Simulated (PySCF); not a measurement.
# Identify the compound

An unknown has the formula C₃H₁₁B₂N. Its calculated NMR data are:

1H NMR (500 MHz, computed): δ 6.84 (br s, 1H), 5.67 (br, 1H), 5.47 (br, 2H), 1.61 (sext, J = 8.1 Hz, 2H), 1.05 (t, J = 8.1 Hz, 3H), 0.87 (t, J = 8.1 Hz, 2H).

13C{1H} NMR (computed): δ 31.8 (CH2), 24.1 (CH2), 20.3 (CH3).

PySCF 2.14.0 with density-fitted response routines calculation with shielding tensors at CAM-B3LYP/pcSseg-2 (GIAO), geometry: PBE0-D3(BJ)/def2-SVP and B3LYP/pcJ-1 coupling constants (spin–dipole term only in couplings to heteroatoms); gas phase, rapidly exchanging positions averaged, non-relativistic Hamiltonian, one computed conformer.

δ = σ(ref) − σ, references computed at the same level: TMS for 1H, 13C.

What is the structure?

Results:


1. 3 carbon signals for 3 carbons: no two carbons are equivalent.
2. Carbon types of the structure: 2 × CH2, 1 × CH3, leaving 4 H on heteroatoms.
3. δC 31.8: sp3 CH2 bonded to B.
4. δC 24.1: sp3 CH2; saturated and bonded to C and H only.
5. δC 20.3: methyl carbon; aliphatic region, no heteroatom directly attached.
6. δH 6.84: hydrogen on a nitrogen bonded to 2 B; exchangeable, gas-phase position.
7. δH 5.47: hydrogen on a boron bonded to N.
8. δH 1.05: hydrogen on a methyl carbon; far from electronegative atoms and π systems.
9. δH 0.87: hydrogen on an sp3 CH2 bonded to B.
10. The protons at 1.61 and 1.05 share a coupling of 8.1 Hz (vicinal).
11. The protons at 0.87 and 1.61 share a coupling of 8.1 Hz (vicinal).

These data were computed for SMILES CCCBNB.

The data come from this structure; uniqueness wasn't tested.

OH/NH shifts are gas-phase values; hydrogen bonding in solution moves them, usually downfield. Hydrogens on boron are broadened and split by 11B (spin 3/2, 80 %) and 10B (spin 3). A carbon bonded to boron is broadened by the quadrupolar boron nucleus and is often missing from a measured spectrum. Multiplet labels drop couplings under 1 Hz and merge nearly equal ones. Unscaled 3J(H,H) at this level run about 10 % above measured values. Shifts are as computed, not scaled to solution data. Of 1211 compounds with measured shifts, 218 miss one by over three times the rms of a fit or turn the order of signals round; such compounds aren't used in these exercises. Couplings to exchangeable protons are dropped. Chain 3J(H,H) values assume equally populated staggered rotamers: (2 J gauche + J anti)/3. Vicinal couplings across rotatable single bonds and in flexible rings belong to the one computed conformer; a conformer average would change them.
